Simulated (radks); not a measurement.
Task: Neutral lead, 82 electrons, occupied as [Hg] 6p2. All-electron calculation, scalar-relativistic Kohn-Sham, PBE, spin-polarised, spherical densities, point nucleus; open shells are filled with parallel spins first (spin-orbit coupling, left out, can overturn this in heavy ions). Program: a radial shooting solver on a logarithmic mesh with Libxc functionals. Some entries of the table are withheld. Estimate them.

| orbital | occ. | eigenvalue (eV) | <r> (bohr) |
|---|---|---|---|
| 1s up | 1 | -88138.47 | 0.01604 |
| 1s down | 1 | -88138.45 | 0.01604 |
| 2s up | 1 | -15764.18 | 0.06758 |
| 2s down | 1 | -15764.18 | 0.06758 |
| 2p up | 3 | -13519.07 | 0.06144 |
| 2p down | 3 | -13519.06 | 0.06144 |
| 3s up | 1 | -3784.115 | 0.1745 |
| 3s down | 1 | -3784.105 | 0.1745 |
| 3p up | 3 | -3140.528 | 0.1765 |
| 3p down | 3 | -3140.518 | 0.1765 |
| 3d up | 5 | -2484.918 | 0.1599 |
| 3d down | 5 | -2484.909 | 0.1599 |
| 4s up | 1 | -856.6441 | 0.3842 |
| 4s down | 1 | -856.6289 | 0.3842 |
| 4p up | 3 | -645.7846 | 0.4100 |
| 4p down | 3 | -645.7679 | 0.4100 |
| 4d up | 5 | -401.9456 | 0.4310 |
| 4d down | 5 | -401.9266 | 0.4310 |
| 5s up | 1 | -144.0299 | 0.8534 |
| 5s down | 1 | -143.9876 | 0.8534 |
| 4f up | 7 | -132.7468 | 0.4539 |
| 4f down | 7 | -132.7245 | 0.4539 |
| 5p up | 3 | -85.7034 | 0.9773 |
| 5p down | 3 | -85.6615 | 0.9768 |
| 5d up | 5 | -21.1212 | (1) |
| 5d down | 5 | -20.9242 | (2) |
| 6s up | 1 | -12.3909 | 2.325 |
| 6s down | 1 | -11.3749 | 2.297 |
| 6p up | 2 | -3.9379 | 3.330 |
| 6p down | 0 | -2.7076 | 3.361 |

Result: 
(1) 5d up <r> (bohr): 1.310
(2) 5d down <r> (bohr): 1.300
